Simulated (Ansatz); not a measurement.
ClHZn (SMILES [Cl][ZnH]) moved off its minimum; all values from Ansatz (a program for electronic structure), cores frozen in correlated methods.
(charge 0, multiplicity 1)
```xyz
3

Zn    -0.02526    -0.03574    -0.68457
H      0.03682    -0.01620    -2.37527
Cl    -0.02564    -0.08813     1.45188
```

Forces at MP2/def2-TZVPPD (eV/Å):

```csv
atom,Fx,Fy,Fz
Zn1,0.130,-0.010,-1.469
H2,-0.107,-0.014,2.106
Cl3,-0.023,0.024,-0.637
```

Problem. Give the forces (eV/Å), the total energy and the dipole at CCSD(T)/def2-TZVPPD.

Solution. 
| atom | Fx | Fy | Fz |
|---|---|---|---|
| Zn1 | 0.116 | -0.006 | -1.434 |
| H2 | -0.094 | -0.011 | 1.805 |
| Cl3 | -0.022 | 0.017 | -0.372 |
Energy -2238.6370 hartree, dipole 1.68 D.
